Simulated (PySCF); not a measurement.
Al(F)2(Et) (C2H5AlF2), SMILES [Al]([CH2]C)([F])[F].

The structure is a stationary point at B3LYP-D3(BJ)/def2-SVP. The structure was generated by enumeration; whether it is a known compound was not checked. One conformer was computed; it need not be the lowest.

All values below come from TDA-B3LYP/def2-SVPD (PySCF).

Vertical excitations. The molecule is in vacuum. State labels are in the subgroup Cs.

Computed lowest excited states:
```json
[
 {"state": "S1", "symmetry": "A'", "energy (eV)": "6.59", "λ (nm)": "188", "f": "0.133", "main pairs": "HOMO→LUMO 97 %"},
 {"state": "S2", "symmetry": "A\"", "energy (eV)": "6.89", "λ (nm)": "180", "f": "0.041", "main pairs": "HOMO→LUMO+1 98 %"},
 {"state": "S3", "symmetry": "A\"", "energy (eV)": "7.84", "λ (nm)": "158", "f": "0.002", "main pairs": "HOMO−1→LUMO 99 %"},
 {"state": "S4", "symmetry": "A'", "energy (eV)": "8.04", "λ (nm)": "154", "f": "0.093", "main pairs": "HOMO→LUMO+2 97 %"},
 {"state": "S5", "symmetry": "A'", "energy (eV)": "8.38", "λ (nm)": "148", "f": "0.009", "main pairs": "HOMO−1→LUMO+1 66 %, HOMO→LUMO+3 27 %"},
 {"state": "S6", "symmetry": "A'", "energy (eV)": "8.49", "λ (nm)": "146", "f": "0.000", "main pairs": "HOMO−2→LUMO 70 %, HOMO−1→LUMO+1 18 %"},
 {"state": "S7", "symmetry": "A'", "energy (eV)": "8.60", "λ (nm)": "144", "f": "0.021", "main pairs": "HOMO→LUMO+3 61 %, HOMO−2→LUMO 14 %, HOMO−1→LUMO+1 13 %"},
 {"state": "S8", "symmetry": "A'", "energy (eV)": "8.77", "λ (nm)": "141", "f": "0.043", "main pairs": "HOMO−3→LUMO 85 %"},
 {"state": "S9", "symmetry": "A\"", "energy (eV)": "8.89", "λ (nm)": "139", "f": "0.001", "main pairs": "HOMO−2→LUMO+1 90 %"},
 {"state": "S10", "symmetry": "A\"", "energy (eV)": "8.92", "λ (nm)": "139", "f": "0.000", "main pairs": "HOMO−4→LUMO 98 %"},
 {"state": "T1", "symmetry": "A'", "energy (eV)": "5.85", "λ (nm)": "212", "f": "0", "main pairs": "HOMO→LUMO 96 %"},
 {"state": "T2", "symmetry": "A\"", "energy (eV)": "6.27", "λ (nm)": "198", "f": "0", "main pairs": "HOMO→LUMO+1 98 %"},
 {"state": "T3", "symmetry": "A'", "energy (eV)": "7.67", "λ (nm)": "162", "f": "0", "main pairs": "HOMO→LUMO+2 95 %"},
 {"state": "T4", "symmetry": "A\"", "energy (eV)": "7.69", "λ (nm)": "161", "f": "0", "main pairs": "HOMO−1→LUMO 97 %"}
]
```
Triplets are in the Tamm–Dancoff approximation.
